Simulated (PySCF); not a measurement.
A run for PySCF: R-HF/STO-3G on C4H10 (SMILES CCCC), a point of a torsion scan.

```python
from pyscf import gto, scf, dft, mp
from pyscf.data.elements import chemcore

mol = gto.M(
    atom='''
    C    -1.53835075   -0.25570659    0.45757466
    C    -0.74172494    0.55055125   -0.56104876
    C     0.69811336    0.05128895   -0.69031166
    C     1.34467037    0.49871767   -1.99571047
    H    -1.06721215   -0.20709454    1.43737759
    H    -1.59383235   -1.29958109    0.15661622
    H    -2.55136252    0.13061647    0.54512297
    H    -0.74167061    1.60585382   -0.28135072
    H    -1.23376830    0.46859940   -1.53366825
    H     0.69856720   -1.04125942   -0.65650611
    H     1.28813152    0.40596655    0.15701786
    H     1.34978458    1.58458630   -2.06807414
    H     0.79594329    0.10221681   -2.84713532
    H     2.37213176    0.14671639   -2.05534884
    ''',
    basis='sto-3g',
    charge=0, spin=0, verbose=3, max_memory=1800)
mf = scf.RHF(mol)
mf.conv_tol = 1e-8
mf.max_cycle = 100
mf.kernel()
if not mf.converged:
    mf = mf.newton().run(mf.mo_coeff, mf.mo_occ)
```

Program output:

```
converged SCF energy = -155.464465631375
```

The calculation finished and met its thresholds.

Cost: about 0.12 core-seconds (a rough figure).
